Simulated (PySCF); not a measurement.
## State search for BiF⁺

Unrestricted PBE0; Bi cc-pVDZ-PP with ECP60, F cc-pVDZ; scalar-relativistic core potentials (PySCF 2.14). Outer shells of the fragments: Bi+ 5d10 6s2 6p2; F 2s2 2p5.

Followed along the bond (rough minima from three points):

```json
{"2Ms+1": "2", "unpaired": "π ↑", "⟨S²⟩ at the start": "0.75", "R at minimum (Å)": "1.99", "Te (eV)": "0.00"}
{"2Ms+1": "4", "unpaired": "π ↑↑↑", "⟨S²⟩ at the start": "3.75", "R at minimum (Å)": "none in the scan", "Te (eV)": "≤ 3.31"}
```

Solutions found at the starting distance of 2.175 Å, counted from the lowest of them; the search is not exhaustive and high or unbound solutions are not listed, so other states can lie among these:

```csv
2Ms+1,unpaired,term,E (eV),⟨S²⟩,⟨Lz²⟩,μ (D)
2,π ↑,²Π,0.00,0.75,1.00,-3.89
2,σ ↑,²Σ⁺,2.39,0.75,0.00,-3.31
4,π ↑↑↑,⁴Π,3.32,3.75,1.00,0.91
4,"σ ↑, π ↑↑",⁴Σ⁻,3.60,3.76,0.00,-0.38
2,π ↑↑↓,mixed,3.70,1.76,3.01,0.92
2,"σ ↓, π ↑↑",mixed,3.81,1.76,0.00,-0.15
```

A term symbol is given only where ⟨S²⟩ and ⟨Lz²⟩ are close to those of a pure state; real π, δ and φ orbitals otherwise mix terms. A positive dipole points towards F; it is taken about the centre of mass and depends on that origin.

These are scalar-relativistic numbers at best; spin–orbit coupling would shift them, the dissociation energy most. Counting both spins, an empty level lies below a filled one in some of these solutions, because spin and occupation are held.
